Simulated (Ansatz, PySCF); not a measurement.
Pulling on the Ge1–H2 bond in BrGeH (SMILES [GeH][Br]) (multiplicity 1 held, fragments rigid). Energies count from the point at 1.603 Å.
Geometry at that point (charge 0, multiplicity 1):
| atom | x (Å) | y (Å) | z (Å) |
|---|---|---|---|
| Ge | -0.6857 | -0.5787 | 0.8219 |
| H | -1.7232 | -1.0732 | -0.2958 |
| Br | 0.6761 | 0.5597 | -0.7430 |

U- levels take the lowest unrestricted solution at each point, which mixes spins at long bonds. Active spaces are followed from a long bond inwards. Levels need not reach the same state.

Correlated levels freeze the cores. Filled d and f shells under p-block atoms count as core. Rows in 3-21G carry no dispersion term and start afresh at each structure; the Pople sets are all-electron and without relativity.

Run with Ansatz (a quantum-chemistry and plane-wave program); PySCF for 3-21G rows. 

Energies in kJ/mol.

```json
[
 {"R (Å)": "1.283", "R-HF/3-21G": "100", "U-B3LYP/cc-pVTZ": "105", "U-SCS-MP2/cc-pVTZ": "114", "U-CCSD/cc-pVTZ": "107", "CASSCF(2,2)/cc-pVTZ": "113", "FIC-MRCISD+Q on CASSCF(2,2)/cc-pVTZ": "107"},
 {"R (Å)": "1.443", "R-HF/3-21G": "18", "U-B3LYP/cc-pVTZ": "20", "U-SCS-MP2/cc-pVTZ": "23", "U-CCSD/cc-pVTZ": "20", "CASSCF(2,2)/cc-pVTZ": "23", "FIC-MRCISD+Q on CASSCF(2,2)/cc-pVTZ": "20"},
 {"R (Å)": "1.603", "R-HF/3-21G": "0", "U-B3LYP/cc-pVTZ": "0", "U-SCS-MP2/cc-pVTZ": "0", "U-CCSD/cc-pVTZ": "0", "CASSCF(2,2)/cc-pVTZ": "0", "FIC-MRCISD+Q on CASSCF(2,2)/cc-pVTZ": "0"},
 {"R (Å)": "1.764", "R-HF/3-21G": "16", "U-B3LYP/cc-pVTZ": "13", "U-SCS-MP2/cc-pVTZ": "12", "U-CCSD/cc-pVTZ": "14", "CASSCF(2,2)/cc-pVTZ": "11", "FIC-MRCISD+Q on CASSCF(2,2)/cc-pVTZ": "14"},
 {"R (Å)": "1.924", "R-HF/3-21G": "49", "U-B3LYP/cc-pVTZ": "42", "U-SCS-MP2/cc-pVTZ": "44", "U-CCSD/cc-pVTZ": "45", "CASSCF(2,2)/cc-pVTZ": "37", "FIC-MRCISD+Q on CASSCF(2,2)/cc-pVTZ": "43"},
 {"R (Å)": "2.164", "R-HF/3-21G": "112", "U-B3LYP/cc-pVTZ": "95", "U-SCS-MP2/cc-pVTZ": "117", "U-CCSD/cc-pVTZ": "102", "CASSCF(2,2)/cc-pVTZ": "86", "FIC-MRCISD+Q on CASSCF(2,2)/cc-pVTZ": "97"},
 {"R (Å)": "2.405", "R-HF/3-21G": "180", "U-B3LYP/cc-pVTZ": "150", "U-SCS-MP2/cc-pVTZ": "200", "U-CCSD/cc-pVTZ": "161", "CASSCF(2,2)/cc-pVTZ": "134", "FIC-MRCISD+Q on CASSCF(2,2)/cc-pVTZ": "150"},
 {"R (Å)": "2.806", "R-HF/3-21G": "287", "U-B3LYP/cc-pVTZ": "224", "U-SCS-MP2/cc-pVTZ": "256", "U-CCSD/cc-pVTZ": "236", "CASSCF(2,2)/cc-pVTZ": "196", "FIC-MRCISD+Q on CASSCF(2,2)/cc-pVTZ": "218"},
 {"R (Å)": "3.207", "R-HF/3-21G": "381", "U-B3LYP/cc-pVTZ": "260", "U-SCS-MP2/cc-pVTZ": "274", "U-CCSD/cc-pVTZ": "272", "CASSCF(2,2)/cc-pVTZ": "231", "FIC-MRCISD+Q on CASSCF(2,2)/cc-pVTZ": "258"},
 {"R (Å)": "3.687", "R-HF/3-21G": "472", "U-B3LYP/cc-pVTZ": "279", "U-SCS-MP2/cc-pVTZ": "281", "U-CCSD/cc-pVTZ": "284", "CASSCF(2,2)/cc-pVTZ": "249", "FIC-MRCISD+Q on CASSCF(2,2)/cc-pVTZ": "279"},
 {"R (Å)": "4.329", "R-HF/3-21G": "561", "U-B3LYP/cc-pVTZ": "288", "U-SCS-MP2/cc-pVTZ": "283", "U-CCSD/cc-pVTZ": "287", "CASSCF(2,2)/cc-pVTZ": "255", "FIC-MRCISD+Q on CASSCF(2,2)/cc-pVTZ": "287"},
 {"R (Å)": "5.130", "R-HF/3-21G": "629", "U-B3LYP/cc-pVTZ": "290", "U-SCS-MP2/cc-pVTZ": "283", "U-CCSD/cc-pVTZ": "288", "CASSCF(2,2)/cc-pVTZ": "257", "FIC-MRCISD+Q on CASSCF(2,2)/cc-pVTZ": "289"}
]
```

Doubts at one or more of the structures used: a restricted determinant that unrestricted orbitals would lower (R-HF/3-21G); a spin-contaminated determinant (U-B3LYP/cc-pVTZ, U-SCS-MP2/cc-pVTZ, U-CCSD/cc-pVTZ); T1 above 0.05 (U-CCSD/cc-pVTZ).
